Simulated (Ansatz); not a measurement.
A nudged elastic band was laid between two geometries of C3H7BFN (13 atoms, charge 0, multiplicity 1).

Computed with RKS LDA/def2-SVP in Ansatz.

```yaml
movable_images: 5
climbing_image: yes
spring: 5.0 eV/Å²
optimiser: quadratic models (default)
start_path: IDPP
force_threshold: 0.05 eV/Å
iteration_limit: 60
end_points: relaxed
```

Image 0:

```xyz
13
Properties=species:S:1:pos:R:3
N -1.373 2.262 0.640
C -1.042 1.020 0.659
B -0.673 0.295 -0.665
C 0.510 -0.705 -0.775
C 1.147 -1.096 0.529
F 0.180 -1.557 1.389
H -1.533 2.556 -0.350
H -0.864 0.556 1.660
H -1.271 0.643 -1.678
H 1.262 -0.292 -1.492
H 0.117 -1.605 -1.313
H 1.914 -1.898 0.407
H 1.648 -0.216 1.002
```

Image 6:

```xyz
13
Properties=species:S:1:pos:R:3
N -2.464 0.984 0.591
C -1.187 0.849 0.656
B -0.367 0.653 -0.649
C 0.799 -0.367 -0.764
C 1.231 -0.996 0.531
F 1.514 -0.009 1.445
H -2.739 1.140 -0.405
H -0.740 0.704 1.669
H -0.761 1.242 -1.651
H 1.651 0.175 -1.248
H 0.526 -1.139 -1.524
H 0.417 -1.637 0.948
H 2.140 -1.633 0.416
```

**Question.** What changes between the two ends?

**Answer.** No bond is made or broken. The dihedral H10–C4–C5–H12 goes from -62 to -173°. The two ends are copies of one structure, up to a mirror image or an exchange of like atoms.

**Question.** Give the energies along the band, and the barrier.

**Answer.** The run converged. The highest image is number 3 of 0 to 6, 13.3 kJ/mol above the ends, which have the same energy within 2 meV. A vibrational analysis at the climbing image gives 2 clearly imaginary modes (178i, 56i cm⁻¹): a point of higher order, so a lower path passes nearby.

```tsv
image	path coordinate (Å)	energy (kJ/mol)	dihedral H10–C4–C5–H12 (°)
0	0.00	0.0	-62
1	0.83	1.7	-67
2	1.66	8.0	-86
3	2.49	13.3	-116
4	3.32	7.9	-145
5	4.16	1.7	-166
6	4.99	0.0	-173
```

**Question.** What is the geometry of the highest image?

**Answer.** 
```xyz
13
Properties=species:S:1:pos:R:3
N -2.475 1.482 0.510
C -1.395 0.796 0.636
B -0.522 0.404 -0.599
C 0.792 -0.412 -0.686
C 1.457 -0.984 0.546
F 0.769 -0.695 1.695
H -2.611 1.691 -0.504
H -1.111 0.493 1.669
H -0.963 0.817 -1.672
H 1.481 0.254 -1.264
H 0.563 -1.202 -1.445
H 1.544 -2.094 0.471
H 2.493 -0.585 0.659
```

Time of the run: 72 s on 2 threads of Arm Neoverse V1 (shared host), peak memory 0.15 GiB.
